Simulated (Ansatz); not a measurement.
C$_{6}$H$_{14}$S, SMILES `CCSC(C)(C)C` at its PBE0-D4/def2-TZVP geometry, where that method's forces vanish. Charge 0, multiplicity 1.

| atom | x (Å) | y (Å) | z (Å) |
| --- | --- | --- | --- |
| C1 | 0.329 | 3.190 | -0.295 |
| C2 | -0.267 | 1.819 | -0.036 |
| S3 | 1.002 | 0.570 | -0.332 |
| C4 | 0.151 | -1.015 | 0.019 |
| C5 | -1.023 | -1.226 | -0.927 |
| C6 | 1.220 | -2.072 | -0.236 |
| C7 | -0.307 | -1.079 | 1.468 |
| H8 | 0.679 | 3.278 | -1.326 |
| H9 | 1.176 | 3.382 | 0.367 |
| H10 | -0.420 | 3.967 | -0.123 |
| H11 | -0.619 | 1.750 | 0.996 |
| H12 | -1.117 | 1.646 | -0.700 |
| H13 | -1.807 | -0.483 | -0.769 |
| H14 | -0.700 | -1.170 | -1.968 |
| H15 | -1.467 | -2.212 | -0.754 |
| H16 | 0.805 | -3.067 | -0.049 |
| H17 | 2.079 | -1.930 | 0.423 |
| H18 | 1.570 | -2.036 | -1.270 |
| H19 | -1.071 | -0.330 | 1.684 |
| H20 | 0.531 | -0.922 | 2.150 |
| H21 | -0.744 | -2.062 | 1.678 |

(1) For each bond, give half the difference of the two atoms' forces along it (eV/Å; positive pushes the atoms apart) under PBE-D4, r2SCAN-D4, B3LYP-D4, ωB97M-V in def2-TZVPP. (An estimate is asked.)

Answers

(1) The calculation gave: 
| bond | length (Å) | PBE-D4 | r2SCAN-D4 | B3LYP-D4 | ωB97M-V |
| --- | --- | --- | --- | --- | --- |
| C1–H8 | 1.092 | 0.10 | -0.04 | -0.06 | -0.08 |
| C1–H9 | 1.092 | 0.10 | -0.04 | -0.06 | -0.08 |
| C1–H10 | 1.093 | 0.10 | -0.04 | -0.08 | -0.09 |
| C2–S3 | 1.805 | 0.15 | 0.13 | 0.21 | 0.09 |
| C2–H11 | 1.093 | 0.10 | -0.05 | -0.12 | -0.12 |
| C2–H12 | 1.092 | 0.10 | -0.05 | -0.12 | -0.12 |
| S3–C4 | 1.833 | 0.18 | 0.14 | 0.16 | -0.03 |
| C4–C5 | 1.522 | 0.00 | 0.07 | 0.12 | 0.11 |
| C5–H13 | 1.092 | 0.10 | -0.04 | -0.08 | -0.06 |
| C5–H14 | 1.091 | 0.10 | -0.04 | -0.07 | -0.06 |
| C5–H15 | 1.095 | 0.10 | -0.03 | -0.08 | -0.08 |
| C6–H16 | 1.094 | 0.11 | -0.04 | -0.09 | -0.08 |
| C6–H18 | 1.092 | 0.10 | -0.04 | -0.07 | -0.06 |
| C7–H19 | 1.092 | 0.10 | -0.04 | -0.08 | -0.06 |

B3LYP here is the variant with VWN-RPA as its local correlation; programs differ in this.

Computed with Ansatz.
